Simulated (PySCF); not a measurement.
H2GeOS, SMILES `[Ge]([OH])[SH]` (lower singlet; H–O–Ge–S torsion 0°, O–Ge–S–H torsion 180°), neutral singlet in the gas phase. This singlet lies 2.44 eV below the relaxed triplet at the level frozen-core CCSD(T)/cc-pVTZ // B3LYP-D3(BJ)/def2-TZVP (Ansatz).

Z-matrix (Å, degrees):
```
Ge
O 1 1.7960
H 2 0.9643 1 117.91
S 1 2.2851 2 97.97 3 0.00
H 4 1.3438 1 94.00 2 179.99
```
Charge 0, spin multiplicity 1.

All levels are single points at this geometry (B3LYP-D3(BJ)/def2-TZVP); Pople sets use spherical d functions. Orbital energies aren't observables, and empty levels follow the basis.

PBE/6-31G* in PySCF gives HOMO (eV) = -6.30.

**Question.** Estimate the HOMO (eV) from each of these levels: B3LYP-D3(BJ)/def2-TZVP in PySCF; B3LYP/6-31G* in PySCF; HF/3-21G in PySCF; HF/6-31G* in PySCF; HF/STO-3G in PySCF.

**Answer.** 
```tsv
level	HOMO (eV)
B3LYP-D3(BJ)/def2-TZVP in PySCF	-7.20
B3LYP/6-31G* in PySCF	-7.15
HF/3-21G in PySCF	-9.62
HF/6-31G* in PySCF	-9.71
HF/STO-3G in PySCF	-6.19
```
